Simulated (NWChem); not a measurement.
# Spin states of H4SSi2

```xyz
7

Si    -0.6030    -0.9404     0.0000
S     -1.2621     1.1040     0.0000
H     -2.6010     0.8712     0.0000
Si     1.7440    -0.3298     0.0000
H      2.0429     1.1360     0.0000
H      2.3884    -0.9446    -1.2042
H      2.3884    -0.9446     1.2042
```
Charge 0, spin multiplicity 1.

The numbers come from NWChem runs, not from measurements. The geometry was optimised at B3LYP/def2-SVP, a minimum by its harmonic frequencies. It is one conformer; others weren't searched.

Basis set: def2-SVP. The gap is E(triplet) − E(singlet) at the geometry of the singlet, so a negative value puts the higher spin lower. Open shells are unrestricted, and the singlet is the closed-shell solution. The triplet is the single determinant that the SCF runs reached, with unpaired electrons in orbitals of symmetry a" and a' (Cs labels); it need not be the lowest triplet, which in molecules with degenerate π orbitals can need several determinants.

The correlated methods keep 15 core orbitals frozen. B3LYP has NWChem's definition, with VWN1-RPA local correlation. The structure started from a generated list of species. No SCF solution was tested for a lower state. Open-shell Hartree-Fock references start from PBE0 orbitals.

### Question
One of these methods gave a vertical singlet-triplet gap of 32.4 kcal/mol. Which?
(A) B2PLYP
(B) MP2
(C) r2SCAN
(D) HF

### Answer
C, r2SCAN. The others give 35.4 (MP2), 38.3 (B2PLYP), 23.7 (HF).
